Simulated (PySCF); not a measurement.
HBF$_{2}$Se (SMILES FB(F)[SeH]), singlet, geometry from GFN2-xTB; PySCF with SA2-CASSCF(2,2)/STO-3G.

The PySCF input:
```python
from pyscf import gto, scf, mcscf
import numpy

mol = gto.Mole()
mol.atom = '''
    B     0.19929966   -0.58944236    0.70003787
    F     1.33433058   -1.24175642    0.78225807
    F    -0.67042407   -0.80051842    1.66336027
    Se   -0.16158961    0.59840763   -0.74153670
    H    -1.47761029    0.98182595   -0.29850667
'''
mol.basis = 'sto-3g'
mol.verbose = 4
mol.build()

mf = scf.RHF(mol)
mf.kernel()
mc = mcscf.CASSCF(mf, 2, 2)
mc.fix_spin_(ss=0.0)
mc = mc.state_average_([0.5, 0.5])
mc.kernel()
```

Q: Predict the main parts of the log of this PySCF run.

A: 
```
PySCF version 2.14.0

[INPUT] verbose = 4
[INPUT] num. atoms = 5
[INPUT] num. electrons = 58
[INPUT] charge = 0
[INPUT] spin (= nelec alpha-beta = 2S) = 0
[INPUT] symmetry False subgroup None
[INPUT] Mole.unit = angstrom
[INPUT] Symbol           X                Y                Z      unit          X                Y                Z       unit  Magmom
[INPUT]  1 B      0.199299660000  -0.589442360000   0.700037870000 AA    0.376621774119  -1.113884626617   1.322879851124 Bohr   0.0
[INPUT]  2 F      1.334330580000  -1.241756420000   0.782258070000 AA    2.521519355832  -2.346579547220   1.478253511031 Bohr   0.0
[INPUT]  3 F     -0.670424070000  -0.800518420000   1.663360270000 AA   -1.266917879616  -1.512760571470   3.143295356783 Bohr   0.0
[INPUT]  4 Se    -0.161589610000   0.598407630000  -0.741536700000 AA   -0.305360107475   1.130826531550  -1.401301274314 Bohr   0.0
[INPUT]  5 H     -1.477610290000   0.981825950000  -0.298506670000 AA   -2.792278766939   1.855382147491  -0.564095852656 Bohr   0.0

nuclear repulsion = 233.972092642585
number of shells = 18
number of NR pGTOs = 102
number of NR cGTOs = 34
basis = sto-3g
ecp = {}

******** <class 'pyscf.scf.hf.RHF'> ********
method = RHF
initial guess = minao
damping factor = 0
level_shift factor = 0
DIIS = <class 'pyscf.scf.diis.CDIIS'>
diis_start_cycle = 1
diis_space = 8
diis_damp = 0
SCF conv_tol = 1e-09
SCF conv_tol_grad = None
SCF max_cycles = 50
direct_scf = True
direct_scf_tol = 1e-13
Set gradient conv threshold to 3.16228e-05
Initial guess from minao.
init E= -2591.7045007766
  HOMO = -0.543431890447813  LUMO = 0.0464807616796376  gap/eV = 16.05234
cycle= 1 E= -2594.58742390519  delta_E= -2.88  |g|= 0.589  |ddm|= 2.82
  HOMO = -0.265626718274477  LUMO = 0.232653820180023  gap/eV = 13.55890
cycle= 2 E= -2594.72089802159  delta_E= -0.133  |g|= 0.142  |ddm|= 1.08
  HOMO = -0.287313848831647  LUMO = 0.308506830870837  gap/eV = 16.21311
cycle= 3 E= -2594.72770408005  delta_E= -0.00681  |g|= 0.0221  |ddm|= 0.214
  HOMO = -0.294759901415429  LUMO = 0.304919183485093  gap/eV = 16.31810
cycle= 4 E= -2594.72795808563  delta_E= -0.000254  |g|= 0.00385  |ddm|= 0.0454
  HOMO = -0.293206179122589  LUMO = 0.304523787368266  gap/eV = 16.26506
cycle= 5 E= -2594.72796834033  delta_E= -1.03e-05  |g|= 0.000771  |ddm|= 0.0105
  HOMO = -0.293332769711292  LUMO = 0.304823671049763  gap/eV = 16.27667
cycle= 6 E= -2594.72796882981  delta_E= -4.89e-07  |g|= 0.000159  |ddm|= 0.00233
  HOMO = -0.293335932906942  LUMO = 0.304809788360643  gap/eV = 16.27637
cycle= 7 E= -2594.72796885116  delta_E= -2.13e-08  |g|= 3.34e-05  |ddm|= 0.000496
  HOMO = -0.293334612872688  LUMO = 0.304809321937222  gap/eV = 16.27633
cycle= 8 E= -2594.72796885197  delta_E= -8.13e-10  |g|= 7.58e-06  |ddm|= 8.94e-05
  HOMO = -0.293335876091376  LUMO = 0.304810581838491  gap/eV = 16.27639
Extra cycle  E= -2594.72796885201  delta_E= -4e-11  |g|= 2.94e-06  |ddm|= 1.53e-05
converged SCF energy = -2594.72796885201

******** <class 'pyscf.mcscf.addons.StateAverageCASSCF'> ********
CAS (1e+1e, 2o), ncore = 28, nvir = 4
max_cycle_macro = 50
max_cycle_micro = 4
conv_tol = 1e-07
conv_tol_grad = None
orbital rotation max_stepsize = 0.02
orbital rotation threshold for CI restart = 0.01
augmented hessian ah_max_cycle = 30
augmented hessian ah_conv_tol = 1e-12
augmented hessian ah_linear dependence = 1e-14
augmented hessian ah_level shift = 1e-08
augmented hessian ah_start_tol = 2.5
augmented hessian ah_start_cycle = 3
augmented hessian ah_grad_trust_region = 3
kf_trust_region = 3
kf_interval = 4
ci_response_space = 4
ci_grad_trust_region = 3
with_dep4 0
natorb = False
canonicalization = True
sorting_mo_energy = False
ao2mo_level = 2
internal_rotation = False
******** <class 'pyscf.mcscf.addons.StateAverageSpinPenaltyFCISolver'> ********
max. cycles = 50
conv_tol = 1e-08
davidson only = True
linear dependence = 1e-12
level shift = 0.001
max iter space = 12
nroots = 2
pspace_size = 400
spin = None
State-average over 2 states with weights [0.5, 0.5]
CASCI E = -2594.54708702151  S^2 = 0.0000000
Set conv_tol_grad to 0.000316228
macro iter   1 ( 11 JK    4 micro), CASSCF E = -2594.55785903272  dE = -1.07720112e-02  S^2 = 0.0000000
               |grad[o]|=0.141  |ddm|=0.0106  |maxRot[o]|=0.0527
macro iter   2 (  3 JK    1 micro), CASSCF E = -2594.55785906529  dE = -3.25703695e-08  S^2 = 0.0000000
               |grad[o]|=8.56e-05  |ddm|=2.19e-05  |maxRot[o]|=0.000429
1-step CASSCF converged in   2 macro ( 14 JK   5 micro) steps
CASSCF canonicalization
Density matrix diagonal elements [1.48331259 0.51668741]
CASSCF energy = -2594.55785906529
CASCI E = -2594.55785906529  E(CI) = -0.838839637016918  S^2 = 0.0000000
CASCI state-averaged energy = -2594.55785906529
CASCI energy for each state
  State 0 weight 0.5  E = -2594.71956545009 S^2 = 0.0000000
  State 1 weight 0.5  E = -2594.3961526805 S^2 = 0.0000000
```
